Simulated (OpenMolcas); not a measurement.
## Cu II: effect of the active space

```json
{"Program": "OpenMolcas 26.06", "Method": "SS-CASPT2 or its RAS form, IPEA 0.25 Eh, imaginary shift 0.1 Eh", "Basis": "ANO-RCC-VTZP", "Scalar Hamiltonian": "DKH2, point nucleus", "Spin-orbit coupling": "RASSI with atomic mean-field integrals over the reference wave functions, term energies averaged over their components"}
```

A. 10 electrons in 6 orbitals (3d 4s); 2S+1 = 3 even, 12 roots; 2S+1 = 1 even, 5 roots; closed shells correlated: 3s 3p; CASPT2 step of the order of 3 core-seconds
B. 10 electrons in 9 orbitals (RAS2 3d 4s; RAS3 4p, at most 2 electrons); 2S+1 = 1 even, 19 roots; 2S+1 = 3 even, 15 roots kept (CI in the orbitals of an earlier block); 2S+1 = 1 odd, 15 roots; 2S+1 = 3 odd, 15 roots kept (CI in the orbitals of an earlier block); closed shells correlated: 3s 3p; CASPT2 step about 80 core-seconds
C. 10 electrons in 11 orbitals (3d 4s 4d); 2S+1 = 1 even, 6 roots; 2S+1 = 3 even, 5 roots kept (CI in the orbitals of an earlier block); closed shells correlated: 3s 3p; CASPT2 step of the order of 29 core-minutes

Energies in cm-1 above 3d9 4s 1D2.

| Level | A | B | C |
| --- | --- | --- | --- |
| 3d9 4s 1D2 | 0.0 | 0.0 | 0.0 |
| 3d9 4s 3D3 | 805 | -4130 | -4080 |
| 3d9 4s 3D2 | 2570 | -3230 | -3190 |
| 3d9 4s 3D1 | 2930 | -1981 | -1997 |

B puts 3d9 4s 3D3 lowest. C puts 3d10 1S0 lowest.

Among A to C the level of the table that moves most is 3d9 4s 3D2, by 5800 cm-1 (lowest in B, highest in A). Moves below CASPT2's spread within the term are not significant.

CASPT2 breaks the degeneracy within a term, and the mean is taken; among the terms shown or strongly mixed into the levels shown the widest spread is 25 cm-1 (3d9 4s 1D, A). The lowest computed level is not the ground level that NIST lists (1S0) (holds for A; B). No level of 3d10 was computed, though it lies in the active space (holds for A; B). Terms from blocks run as CI alone lack orbitals of their own (holds for B; C). Active for correlation alone: 4d; no level in the range computed is led by a configuration that fills it, so any true level of that kind is missing (holds for C). Only configurations of the active space appear. Levels that lie high or do not pair safely by name in every column are left out.
